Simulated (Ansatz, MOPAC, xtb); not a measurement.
Spectroscopic constants of CdO, multiplicity 3 (lowest of 2S+1 = 1, 3 at CCSD(T)/def2-TZVPP on PBE0 minima; our sources give no spin for the ground state, which may be another). No spin–orbit coupling.

The constants come from a fifth-degree fit in 1/R (seven points, main isotopes). In def2 and cc sets the state is the lowest found near the PBE0 minimum, followed along R.

Programs: Ansatz (Gaussian basis) for Hartree–Fock, density functionals and correlated methods; MOPAC for PM3 (differences of heats of formation); xtb for the GFN methods. Each number belongs to the level named beside it. In def2 rows elements past Kr take small-core potentials, without spin–orbit coupling. The GFN methods have no spin term and hold the electronic entropy of 300 K.

```csv
level,r_e (Å),ω_e (cm⁻¹),α_e (cm⁻¹),ω_e x_e (cm⁻¹),dipole (D)
PM3,2.206,272,0.0037,1.9,-
GFN1-xTB,2.214,282,0.00083,0.22,-
GFN2-xTB,2.127,295,0.00038,0.0010,-
SVWN5/def2-TZVPP,2.055,438,0.0031,4.1,2.35
PBE/def2-TZVPP,2.120,388,0.0033,4.3,2.48
r2SCAN/def2-TZVPP,2.083,431,0.0031,4.4,2.56
B97M-V/def2-TZVPP,2.117,392,0.0036,5.3,2.62
B3LYP/def2-TZVPP,2.127,382,0.0037,5.3,2.71
PBE0/def2-TZVPP,2.092,418,0.0034,5.3,2.75
BHLYP/def2-TZVPP,2.096,417,0.0040,7.2,3.02
CAM-B3LYP/def2-TZVPP,2.083,435,0.0033,5.1,2.90
wB97X-V/def2-TZVPP,2.073,458,0.0029,4.6,3.00
wB97M-V/def2-TZVPP,2.081,445,0.0031,4.8,2.86
B2PLYP/def2-TZVPP,2.096,426,0.0031,4.6,-
CCSD/def2-TZVPP,2.074,445,0.0037,7.5,-
CCSD(T)/def2-TZVPP,2.075,445,0.0032,4.8,-
```

Correlated levels freeze the inner cores; with def2 sets outer-core shells near the valence are correlated too. The state that PM3 reach isn't checked.

Ansatz is an electronic-structure program.
